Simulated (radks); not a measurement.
Task: These are the eigenvalues of the occupied orbitals of an atom or ion with whole-number occupations (hartree). Method: scalar-relativistic Kohn-Sham, PBE, spin-polarised, spherical densities, finite nucleus; Fermi nuclear charge, rms radius of each element as measured or else 0.836 A^(1/3) + 0.57 fm; computed with a radial shooting solver on a logarithmic mesh with Libxc functionals.

orbital  eigenvalue
1s up     -2148.987
1s down   -2148.986
2s up     -395.2626
2s down   -395.1924
2p up     -354.3980
2p down   -354.3421
3s up     -119.3138
3s down   -119.2787
3p up     -106.8682
3p down   -106.8289
3d up     -91.53245
3d down   -91.47334
4s up     -51.36319
4s down   -51.16285
4p up     -46.82210
4p down   -46.62424
4d up     -40.96139

Which element is it, and in what charge state? The configuration may be excited. Open shells, if any, are filled with parallel spins first.

Result: Z = 68, erbium, charge +30: Er30+ in [Kr] 4d2. The list shows which subshells hold electrons but not how many an open one holds; the 1s level, -2149 hartree, gives Z - s = 65.6 by -(Z - s)^2/2, which with screening and relativity narrows Z to a few neighbours, and the depths of the outer levels then fix element, charge and occupations together.
